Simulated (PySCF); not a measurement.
# Structure from NMR data

An unknown has the formula C$_{6}$H$_{7}$F$_{3}$Si. Its calculated NMR data are:

¹H NMR (400 MHz, computed): δ 7.21 (m, 1H), 6.06 (m, 1H), 4.79 (m, 2H), 2.31 (s, 3H).

¹³C{¹H} NMR (computed): δ 156.4 (CH), 149.1 (C), 148.3 (C), 133.7 (C), 127.0 (CH), 16.7 (CH3).

- geometry from PBE0-D3(BJ)/def2-SVP
- NMR shieldings at PBE/pcSseg-1/GIAO
- run in PySCF 2.14.0 with density-fitted response routines
- non-relativistic Hamiltonian, averaged over atoms made equivalent by symmetry, fast rotation or ring inversion, one computed conformer, isolated molecule

Scale: TMS for ¹H (σ = 31.20 ppm) and ¹³C (σ = 180.03 ppm) (reference shieldings calculated alike).

Q: Which of these isomers gave the spectra?
A. FC(F)(F)C#CC1C[SiH2]C1
B. CC1=C(C(F)(F)F)C=C[SiH2]1
C. FC(F)(F)CC1=CC=C[SiH2]1
D. FC(F)=C(F)/C=C/[C@@H]1C[SiH2]1
E. C#C[Si@@H]1CC[C@H]1C(F)(F)F
F. FC(F)=C(F)/C=C\[C@@H]1C[SiH2]1

A: B. 

The formula gives 3 degrees of unsaturation (1 ring in the answer). 6 carbon signals for 6 carbons: no two carbons are equivalent. Carbon types of the structure: 3 × C, 2 × CH, 1 × CH3, leaving 2 H on heteroatoms. δC 156.4, 127.0: alkene CH; an sp2 carbon of a C=C bond. δC 149.1, 148.3: fully substituted alkene carbon; as expected for a trigonal carbon in a double bond. δC 133.7: CF3 carbon; 3 electronegative neighbours deshield it. δH 7.21, 6.06: hydrogen on an alkene CH; attached to an sp2 carbon and in the plane of the double bond. δH 2.31: hydrogen on an allylic methyl carbon; allylic position.

The others: FC(F)=C(F)/C=C/[C@@H]1C[SiH2]1 would give 7 signals for carbon-bound and other non-exchanging H, not 4; C#C[Si@@H]1CC[C@H]1C(F)(F)F would give 7 signals for carbon-bound and other non-exchanging H, not 4; FC(F)=C(F)/C=C\[C@@H]1C[SiH2]1 would give 7 signals for carbon-bound and other non-exchanging H, not 4; FC(F)(F)C#CC1C[SiH2]C1 would give 5 carbon signals, not 6; FC(F)(F)CC1=CC=C[SiH2]1 would give 5 signals for carbon-bound and other non-exchanging H, not 4.

Splittings by ¹⁹F in the carbon and heteronuclear signals aren't shown, as no couplings were computed. Shifts are as computed. Against solution values, carbons near 30 ppm lie about +2 ppm off and those near 130 ppm about +2 ppm. Of 1211 compounds with measured shifts, 218 miss one by over three times the rms of a fit or turn the order of signals round; such compounds aren't used in these exercises. Multiplicities follow the n + 1 count of equivalent neighbours, as no J values were calculated; m marks all less simple cases, F and P coupling included.
